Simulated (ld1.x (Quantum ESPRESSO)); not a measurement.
An all-electron radial function and its pseudo partner (Cs)

Columns: radius, all-electron u(r) and pseudo u(r) of the 6s shell (level -2.09 eV) of caesium in the configuration [Kr] 4d10 5s2 5p6 5d0 6s1 6p0; PBE, scalar-relativistic, PAW scheme, ld1.x (Quantum ESPRESSO) 7.5.

| r (bohr) | all-electron | pseudo |
| --- | --- | --- |
| 0.215 | 0.0825 | 0.1296 |
| 0.430 | -0.0838 | 0.2404 |
| 0.645 | -0.0977 | 0.3178 |
| 0.860 | 0.0365 | 0.3535 |
| 1.075 | 0.1531 | 0.3473 |
| 1.290 | 0.2021 | 0.3052 |
| 1.505 | 0.1906 | 0.2376 |
| 1.720 | 0.1390 | 0.1558 |
| 1.935 | 0.0657 | 0.0693 |
| 2.150 | -0.0155 | -0.0157 |
| 2.365 | -0.0956 | -0.0959 |
| 2.580 | -0.1696 | -0.1696 |
| 2.795 | -0.2350 | -0.2350 |
| 3.010 | -0.2909 | -0.2909 |
| 3.225 | -0.3374 | -0.3374 |
| 3.440 | -0.3752 | -0.3752 |
| 3.655 | -0.4049 | -0.4049 |
| 3.870 | -0.4276 | -0.4276 |
| 4.085 | -0.4439 | -0.4439 |
| 4.300 | -0.4550 | -0.4550 |
| 4.515 | -0.4615 | -0.4615 |
| 4.730 | -0.4642 | -0.4642 |
| 4.945 | -0.4635 | -0.4635 |
| 5.160 | -0.4599 | -0.4599 |
| 5.375 | -0.4537 | -0.4537 |
| 5.590 | -0.4452 | -0.4452 |

How many radial nodes do the two functions have?

The all-electron 6s function has n − l − 1 = 5 (the table is too coarse to show those close to the nucleus); the pseudo-wave has 1, since 1 lower shell of the same l stays in the valence.

At about which radius was the pseudo-wave matched?

2.60 bohr. The columns agree to 0.0005 from 2.15 bohr on; several derivatives are matched, so the curves merge somewhat inside the radius.

Is the pseudo-wave norm-conserving?

No, it belongs to a PAW set: the norm inside the radius is not constrained, and the difference is carried by the augmentation charge.
